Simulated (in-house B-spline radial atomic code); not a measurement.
Inner levels of strontium as electrons are removed. A shift is the extra binding of the orbital against the neutral atom ([Kr] 5s2). The density at the nucleus is averaged over the nuclear charge. Computed with a radial B-spline atomic code at the basis-set limit: Dirac-Hartree-Fock, jj configuration that fills j = l - 1/2 first, finite nuclei.

A number in brackets counts the electrons of a j subshell.

| ion | configuration | shift of 2p1/2 (eV) | shift of 2s1/2 (eV) | shift of 2p3/2 (eV) | radius of 2p1/2 (bohr) | radius of 2s1/2 (bohr) | radius of 2p3/2 (bohr) | Σ<r²> (bohr²) | change of density at nucleus (bohr⁻³) |
| --- | --- | --- | --- | --- | --- | --- | --- | --- | --- |
| Sr18+ | [Ar] 3d3/2(2) | 649.71 | 644.87 | 645 | 0.14656 | 0.17063 | 0.15032 | 2.44 | 131.36 |
| Sr19+ | [Ar] 3d3/2(1) | 717.19 | 713.28 | 714.4 | 0.14627 | 0.17043 | 0.15013 | 2.1952 | 171.49 |
| Sr20+ | [Ne] 3s2 3p6 | ? | ? | ? | ? | ? | ? | ? | ? |
| Sr21+ | [Ne] 3s2 3p1/2(2) 3p3/2(3) | 855.71 | 850.78 | 853.25 | 0.1457 | 0.16995 | 0.14993 | 1.7167 | 263.2 |
| Sr22+ | [Ne] 3s2 3p1/2(2) 3p3/2(2) | 926.11 | 919.11 | 921.86 | 0.14543 | 0.16969 | 0.1497 | 1.4773 | 314.44 |
| Sr23+ | [Ne] 3s2 3p1/2(2) 3p3/2(1) | 997.97 | 988.8 | 991.87 | 0.14515 | 0.16941 | 0.14946 | 1.2482 | 367.35 |
| Sr24+ | [Ne] 3s2 3p1/2(2) | 1071.28 | 1059.82 | 1063.26 | 0.14486 | 0.16912 | 0.14921 | 1.0286 | 421.96 |
| Sr25+ | [Ne] 3s2 3p1/2(1) | ? | ? | ? | ? | ? | ? | ? | ? |
| Sr26+ | [Ne] 3s2 | ? | ? | ? | ? | ? | ? | ? | ? |
| Sr27+ | [Ne] 3s1 | 1291.4 | 1278.03 | 1288.81 | 0.14442 | 0.16848 | 0.14829 | 0.42334 | -132.13 |
| Sr28+ | [He] 2s2 2p6 | 1366.53 | 1349.58 | 1363.67 | 0.14416 | 0.16831 | 0.14802 | 0.22774 | -814.11 |
| Sr29+ | [He] 2s2 2p1/2(2) 2p3/2(3) | 1523.29 | 1485.17 | 1521.1 | 0.14245 | 0.1669 | 0.1462 | 0.19666 | -651.57 |

Fill in the row of Sr20+.

shift of 2p1/2 (eV): 786.77; shift of 2s1/2 (eV): 783.81; shift of 2p3/2 (eV): 786.03; radius of 2p1/2 (bohr): 0.14595; radius of 2s1/2 (bohr): 0.1702; radius of 2p3/2 (bohr): 0.14993; Σ<r²> (bohr²): 1.9669; change of density at nucleus (bohr⁻³): 213.64.

Fill in the row of Sr25+.

shift of 2p1/2 (eV): 1143.65; shift of 2s1/2 (eV): 1132.97; shift of 2p3/2 (eV): 1138.43; radius of 2p1/2 (bohr): 0.14488; radius of 2s1/2 (bohr): 0.16881; radius of 2p3/2 (bohr): 0.14889; Σ<r²> (bohr²): 0.82282; change of density at nucleus (bohr⁻³): 470.81.

Fill in the row of Sr26+.

shift of 2p1/2 (eV): 1217.41; shift of 2s1/2 (eV): 1207.51; shift of 2p3/2 (eV): 1215.09; radius of 2p1/2 (bohr): 0.14466; radius of 2s1/2 (bohr): 0.16848; radius of 2p3/2 (bohr): 0.14855; Σ<r²> (bohr²): 0.6258; change of density at nucleus (bohr⁻³): 520.99.
